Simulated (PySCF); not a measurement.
Frontier orbitals and the lowest excitations

(MgO)2 ring, Mg2O2.
Z-matrix (Å and degrees, PBE0-D3(BJ)/def2-SVP geometry), rows numbered from 1:
```
Mg
O   1  1.8753
Mg  2  1.8755  1   80.87
O   3  1.8753  2   99.13  1     0.00
```

Computed with PySCF 2.14.0, density-fitted response routines, TDDFT B3LYP/def2-SVPD, vertical, gas phase, core orbitals frozen in the response.

Frontier orbitals with the atoms that hold most of them (Löwdin shares over 4%, at most four atoms; ? is withheld):

| orbital | ε (eV) | atoms |
| --- | --- | --- |
| HOMO-3 | -6.63 | O4 43%, O2 43%, Mg3 7%, Mg1 7% |
| HOMO-2 | -6.44 | O2 40%, O4 40%, Mg3 10%, Mg1 10% |
| HOMO-1 | -5.64 | O4 48%, O2 48% |
| HOMO | -5.64 | O4 45%, O2 45%, Mg3 5%, Mg1 5% |
| LUMO | ? | ? |
| LUMO+1 | -1.94 | Mg3 39%, Mg1 39%, O2 11%, O4 11% |
| LUMO+2 | 0.02 | Mg1 43%, Mg3 43%, O2 7%, O4 7% |

(1) Which atoms hold the LUMO, and with what shares?

(2) What is the LUMO energy, and the HOMO–LUMO gap?

Results:

(1) Mg1 (bonded to 2 O) 43%; Mg3 (bonded to 2 O) 43%; O4 (bonded to 2 Mg) 7%; O2 (bonded to 2 Mg) 7%. By element: magnesium 85%, oxygen 15%.

(2) ε(LUMO) = -2.86 eV; the gap is 2.78 eV (0.1021 hartree).

The HOMO–LUMO gap is 2.78 eV. Where does the response calculation put the lowest singlet, and from which orbitals?

S1 is at 1.74 eV (f = 0.0000), 1.04 eV below the gap, made of HOMO→LUMO (100%). Without the coupling terms of the response equations the lowest excitation would equal the gap.

Give energy, strength and leading configuration of S5 and S7, and follow the Löwdin shares of the leading atoms from the occupied to the empty orbital.

- S5 (2.61 eV, f 0.029), HOMO-2→LUMO (100%): O2 40% → 7%, O4 40% → 7%, Mg1 10% → 43%, Mg3 10% → 43%
- S7 (3.40 eV, f 0.0000), HOMO-2→LUMO+1 (99%): O2 40% → 11%, O4 40% → 11%, Mg3 10% → 39%, Mg1 10% → 39%

Löwdin shares depend on the basis, the more so with diffuse functions.

Hardware: Arm Neoverse V2, one thread, no GPU, shared host. Cost: 2.8 s wall.
